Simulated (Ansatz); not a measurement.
Basis sets compared for (BeSe)4 cube (Be₄Se₄). Total charge 0; singlet. Geometry PBE0-D4/def2-SVP. Ansatz on 4 threads of Arm Neoverse V2 on a shared host; times are rough, and most runs start from earlier orbitals.

```xyz
8

Be   -0.561   -0.641    1.188
Be   -0.456   -0.706   -1.196
Be    1.459   -0.045    0.066
Be   -0.442    1.392   -0.058
Se   -2.187    0.067   -0.099
Se    0.663   -2.085    0.087
Se    0.683    1.058    1.792
Se    0.841    0.960   -1.780
```

Binding counts from free atoms (Be singlet, Se triplet) in the same basis, without a counterpoise term.

```json
{"level": "HF/STO-3G", "functions": "92", "energy (Eh)": "-9552.5667", "HOMO (eV)": "-7.93", "LUMO (eV)": "2.49", "binding per atom (eV)": "3.57", "wall time": "0.7 s"}
{"level": "PBE-D4/def2-SVP", "functions": "164", "energy (Eh)": "-9662.8124", "HOMO (eV)": "-6.42", "LUMO (eV)": "-3.79", "binding per atom (eV)": "3.55", "wall time": "2.8 s"}
{"level": "PBE0-D4/def2-SVP", "functions": "164", "energy (Eh)": "-9663.1452", "HOMO (eV)": "-7.51", "LUMO (eV)": "-3.12", "binding per atom (eV)": "3.49", "wall time": "4.4 s"}
```

Problem. Estimate the rows for HF/def2-TZVP, PBE-D4/def2-TZVP (with forces), PBE0-D4/def2-TZVP.

Solution. 
```csv
level,functions,energy (Eh),HOMO (eV),LUMO (eV),binding per atom (eV),wall time
HF/def2-TZVP,268,-9658.3006,-9.72,-0.19,2.39,11 s
PBE-D4/def2-TZVP (with forces),268,-9664.0525,-6.38,-3.73,3.54,6 s
PBE0-D4/def2-TZVP,268,-9664.3876,-7.43,-3.03,3.49,13 s
```
